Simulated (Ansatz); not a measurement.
Frontier orbitals of CH3BS2, SMILES `S=CBS`.

Cartesian coordinates in Å:
```
S 1.836 1.138 1.011
C 0.688 1.010 -0.120
B -0.097 -0.318 -0.255
S -1.387 -0.689 0.903
H 0.522 1.835 -0.819
H 0.166 -1.082 -1.134
H -1.726 -1.894 0.416
```

The species carries charge 0 and has multiplicity 1. All single points use the PBE0-D4/def2-TZVP geometry. It is one conformer, not always the lowest. Basis def2-TZVPP, Ansatz 0.2.0.

```json
{"functional": "PBE", "HOMO (eV)": "-5.27", "LUMO (eV)": "-3.50", "gap (eV)": "1.77"}
{"functional": "revPBE", "HOMO (eV)": "-5.23", "LUMO (eV)": "-3.43", "gap (eV)": "1.80"}
{"functional": "BLYP", "HOMO (eV)": "-5.12", "LUMO (eV)": "-3.33", "gap (eV)": "1.79"}
{"functional": "r2SCAN", "HOMO (eV)": "-5.49", "LUMO (eV)": "-3.42", "gap (eV)": "2.07"}
{"functional": "PBE0", "HOMO (eV)": "-6.49", "LUMO (eV)": "-2.60", "gap (eV)": "3.89"}
{"functional": "HSE06 (plane-wave form)", "HOMO (eV)": "-6.09", "LUMO (eV)": "-2.98", "gap (eV)": "3.11"}
{"functional": "CAM-B3LYP", "HOMO (eV)": "-7.81", "LUMO (eV)": "-1.42", "gap (eV)": "6.39"}
{"functional": "ωB97M-V", "HOMO (eV)": "-8.68", "LUMO (eV)": "-0.43", "gap (eV)": "8.25"}
```

From PBE to PBE0 the HOMO moves by −1.22 eV and the LUMO by +0.91 eV, and with ωB97M-V by −3.40 and +3.07 eV, so the gap grows from 1.77 to 8.24 eV with exact exchange.
